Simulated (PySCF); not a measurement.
**`C[C@H]1[C@H](S)[C@]12C[C@H]2F`, C6H9FS**

Geometry (Å), atoms numbered from 1 in this order:
```xyz
17

C    -2.064    0.596    0.333
C    -0.731    0.501   -0.368
C     0.475    1.209    0.209
S     1.670    2.046   -0.850
C     0.387   -0.266    0.246
C     1.269   -1.419   -0.076
C     0.558   -1.333    1.250
F     1.303   -1.076    2.364
H    -2.591    1.496    0.024
H    -2.683   -0.266    0.089
H    -1.925    0.627    1.411
H    -0.800    0.470   -1.451
H     0.366    1.765    1.130
H     1.738    1.084   -1.768
H     0.938   -2.164   -0.784
H     2.336   -1.246   -0.073
H    -0.252   -2.010    1.496
```

Computed, not measured: TDDFT B3LYP/def2-SVPD circular dichroism and optical rotation, one conformer, gas phase (PySCF). Geometry: GFN2-xTB.

The molecule is flexible and this is one conformer; a measurement averages over conformers. States above about 6.4 eV (minus the energy of the highest occupied orbital) lie near or above the ionisation threshold and depend on the basis.

Q: Draw the ECD and absorption spectra from the lowest 8 states, each a Gaussian of half-width 0.35 eV at 1/e height.

A: 
| E (eV) | λ (nm) | Δε (L mol⁻¹ cm⁻¹) | ε (L mol⁻¹ cm⁻¹) |
| --- | --- | --- | --- |
| 4.72 | 263 | -0.25 | 8.26 |
| 4.82 | 257 | -0.51 | 17.8 |
| 4.92 | 252 | -0.91 | 34.1 |
| 5.02 | 247 | -1.36 | 60.7 |
| 5.12 | 242 | -1.73 | 107 |
| 5.22 | 238 | -1.86 | 193 |
| 5.32 | 233 | -1.67 | 352 |
| 5.42 | 229 | -1.22 | 607 |
| 5.52 | 225 | -0.67 | 943 |
| 5.62 | 221 | -0.18 | 1280 |
| 5.72 | 217 | +0.15 | 1500 |
| 5.82 | 213 | +0.32 | 1530 |
| 5.92 | 209 | +0.43 | 1390 |
| 6.02 | 206 | +0.74 | 1190 |
| 6.12 | 203 | +1.64 | 1110 |
| 6.22 | 199 | +3.56 | 1240 |
| 6.32 | 196 | +6.54 | 1590 |
| 6.42 | 193 | +9.83 | 2080 |
| 6.52 | 190 | +11.90 | 2490 |
| 6.62 | 187 | +11.27 | 2680 |
| 6.72 | 185 | +7.75 | 2570 |
| 6.82 | 182 | +2.91 | 2240 |
| 6.92 | 179 | -0.78 | 1820 |
| 7.02 | 177 | -1.70 | 1430 |
| 7.12 | 174 | -0.05 | 1090 |

Δε uses R in velocity form, ε uses f in length form. Only the states computed contribute, so the short-wavelength end is incomplete.
